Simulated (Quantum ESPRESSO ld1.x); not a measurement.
Q: The mean radii <r> (bohr) of the occupied orbitals of an atom or ion are listed with their occupations. Calculated with ld1.x of Quantum ESPRESSO 7.5: non-relativistic Kohn-Sham, LDA (Slater exchange, Perdew-Zunger correlation), spin-polarised, spherical densities, point nucleus.

orbital  occ.      <r>
1s up       1  0.03108
1s down     1  0.03108
2s up       1   0.1344
2s down     1   0.1344
2p up       3   0.1147
2p down     3   0.1147
3s up       1   0.3623
3s down     1   0.3623
3p up       3   0.3534
3p down     3   0.3533
3d up       5   0.3245
3d down     5   0.3245
4s up       1   0.8743
4s down     1   0.8742
4p up       3   0.9279
4p down     3   0.9277
4d up       5    1.135
4d down     4    1.133
5s up       1    2.531
5s down     1    2.542
5p up       2    3.243

Name the element and its charge. Open shells, if any, are filled with parallel spins first.

A: Z = 49, indium, charge 0: In in [Kr] 4d9 5s2 5p2. The 1s radius gives Z: for a bare nucleus <r> = 1.5/Z, 0.03061 bohr for Z = 49, and screening makes it slightly larger (0.03108 here). The occupations add up to 49, and the charge is Z minus that.
